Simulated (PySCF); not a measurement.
# Hg⁺ (mercury, charge +1): PBE calculation

Configuration: [Xe] 4f14 5d9 6s1 6p1, one real determinant (an excited configuration). Computed with PySCF 2.14 in aug-cc-pVDZ-PP with ECP60MDF (5s5p4d2f, 54 functions), with scalar relativity through the core potential.

* Total energy: -152.7305 hartree
* One-electron energy: -259.8211 hartree
* Hartree (Coulomb) energy: 120.5581 hartree
* Exchange-correlation energy: -13.4675 hartree
* ⟨S²⟩: 3.7508
* ⟨L²⟩: 8.007
* Sum of ⟨r⟩: 26.83 bohr
* Sum of ⟨r²⟩: 49.18 bohr²
* Traceless quadrupole moment −½Σ⟨3z² − r²⟩ along its main axis: -3.97 e·bohr²

```csv
shell,electrons,mean orbital energy (hartree),spread (hartree),"rms radius, mean of both spins (bohr)"
5s α,1,-4.85064,0,0.966
5s β,1,-4.81850,0,0.966
5p α,3,-2.99453,0.04534,1.11
5p β,3,-2.95966,0.00854,1.11
5d α,5,-0.87270,0.04995,1.55
5d β,4,-0.83047,0.00900,1.55
6s α,1,-0.64664,0,2.67
6p α,1,-0.36555,0,3.36
```

⟨L²⟩ = 8.01 against 12 for a pure F term, so this real determinant mixes terms. Energies and moments cover only the electrons outside the core potential. Spin-orbit coupling, absent here, splits the open shell strongly.
